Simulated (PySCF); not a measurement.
Electron correlation in As(2+) (arsenic, charge +2)

[Ar] 3d10 4s2 4p1, 2P determinant. Computed with PySCF 2.14 in aug-cc-pVQZ-DK, with the spin-free X2C one-electron Hamiltonian (Gaussian nucleus). Frozen: [Ar] 3d10; 3 electrons correlated.

```
  level  correlation energy (mhartree)
   CCSD                         -55.62
    (T)                          -0.78
CCSD(T)                         -56.40
```

Diagnostics: T1 = 0.0088, D1 = 0.0199, largest double amplitude 0.095.

Question: Is a single reference adequate?

Answer: Mostly. T1 lies below 0.03, but a double amplitude of this size points to a near-degeneracy that CCSD handles and MP2 describes poorly.
